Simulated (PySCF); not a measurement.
Work out the structure from these simulated measurements.

Formula: C8H8FP.

| Item | Value |
| --- | --- |
| Rotational structure | rotational constants A, B, C: 1.897, 0.813, 0.640 GHz [GFN2-xTB] |
| Dipole | 0.93 D [PBE0/pcSseg-1] |
| NMR, other nuclei | isotropic shieldings of nuclei other than C and H, by class: 210 (1 F), 143 (1 P) ppm [GIAO PBE0/pcSseg-1] |
| 1H NMR | chemical shifts (computed TMS as zero) by class: 8.53 (1 H), 7.76 (1 H), 7.66 (1 H), 7.54 (1 H), 7.50 (1 H), 2.53 (3 H) ppm [GIAO PBE0/pcSseg-1] |
| 13C NMR | chemical shifts (computed TMS as zero) by class: 209.3 (1 C), 143.4 (1 C), 140.9 (1 C), 139.8 (1 C), 135.4 (1 C), 134.7 (1 C), 133.9 (1 C), 24.1 (1 C) ppm [GIAO PBE0/pcSseg-1] |

Gas-phase values; electronic properties from PySCF, density fitting. Levels stand in brackets. One conformer (not necessarily the lowest) at the GFN2-xTB geometry, without solvent, vibrations or thermal averaging. NMR classes are plain means over equivalent atoms (diastereotopic ones count apart unless rotation or inversion swaps them), as if these changed places fast.

Q: Propose a structure and show how it fits.

A: Numbering: `[CH3:1][c:2]1[cH:3][cH:4][cH:5][c:6](/[P:7]=[CH:8]\[F:9])[cH:10]1`. 8 carbons fall into 8 classes; from least to most shielded: carbon bonded to F, P and H [C8] (209.3 ppm), substituted aromatic carbon [C2] (143.4 ppm), aromatic CH carbon [C10] (140.9 ppm), substituted aromatic carbon [C6] (139.8 ppm), aromatic CH carbon [C3] (135.4 ppm), aromatic CH carbon [C5] (134.7 ppm), aromatic CH carbon [C4] (133.9 ppm), benzylic-type carbon [C1] (24.1 ppm). Hydrogen classes from least to most shielded: 1 H on a carbon bonded to F, P and H, C8 (8.53 ppm), 1 H on an aromatic CH carbon, C10 (7.76 ppm), 1 H on an aromatic CH carbon, C4 (7.66 ppm), 1 H on an aromatic CH carbon, C5 (7.54 ppm), 1 H on an aromatic CH carbon, C3 (7.50 ppm), 3 H on a benzylic-type carbon, C1 (2.53 ppm, a mean of values up to 0.6 ppm apart in this geometry). The other shieldings belong to: 210 ppm, fluorine bonded to C [F9]; 143 ppm, phosphorus bonded to 2 C [P7]. The optimised geometry has point group C1 and is an asymmetric top. Structure: `Cc1cc(ccc1)/P=C\F`. Computed isomers that give other values at the same levels: `C=CPc1cccc(F)c1` (13C chemical shifts (computed TMS as zero) by class: 172.7 (1 C), 147.3 (1 C), 146.8 (1 C), 135.6 (1 C), 131.9 (1 C), 128.2 (1 C), 124.1 (1 C), 119.8 (1 C) ppm); `Fc1cccc(C2CC2)p1` (13C chemical shifts (computed TMS as zero) by class: 212.3 (1 C), 194.3 (1 C), 136.7 (1 C), 133.5 (1 C), 124.6 (1 C), 25.6 (1 C), 24.0 (2 C) ppm); `C/C=P\c1cccc(F)c1` (13C chemical shifts (computed TMS as zero) by class: 201.6 (1 C), 172.2 (1 C), 151.9 (1 C), 135.7 (1 C), 132.7 (1 C), 125.8 (1 C), 121.1 (1 C), 25.0 (1 C) ppm). The assignments are read from this structure; whether some other isomer fits the data as well wasn't checked.

Shape of the structure used: `[CH3:1][c:2]1[cH:3][cH:4][cH:5][c:6](/[P:7]=[CH:8]\[F:9])[cH:10]1`: C5–C6–P7–C8 126°.
